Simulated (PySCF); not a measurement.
A GIAO shielding run with PySCF (density fitting, non-relativistic, gas phase) on SMILES C1C[C@@H]([SiH3])[PH2+]1, [C3H10PSi]+:

```
{"job": {"kind": "nmr", "xc": "PBE0", "basis": "pcSseg-1"}, "charge": 1, "multiplicity": 1}
Si     2.034348     0.237244    -0.441850
C      0.398672     0.342334     0.621272
C     -0.384629    -0.997172     0.741275
C     -1.523097    -0.670274    -0.261995
P     -1.004841     1.071784    -0.264678
H      2.924119    -0.625334     0.320586
H      1.597233    -0.349152    -1.712829
H      2.467759     1.621805    -0.604181
H      0.603977     0.822596     1.577535
H     -0.766229    -1.163270     1.747027
H      0.200253    -1.870259     0.459048
H     -2.535410    -0.874572     0.085627
H     -1.383005    -1.139274    -1.236977
H     -0.795805     1.679555    -1.486848
H     -1.837759     1.921980     0.435077
```

Hardware: 1 thread of an Arm Neoverse V1, shared host. The job also computes population analyses, field gradients, ring-centre shieldings.

Task: How large is the calculation?

Result: 56 electrons, 149 basis functions and 819 auxiliary functions.

Task: How long does it take?

Result: 16 s of wall time, with 12 SCF cycles and 4 response iterations. Times on a shared host scatter by some tens of per cent.
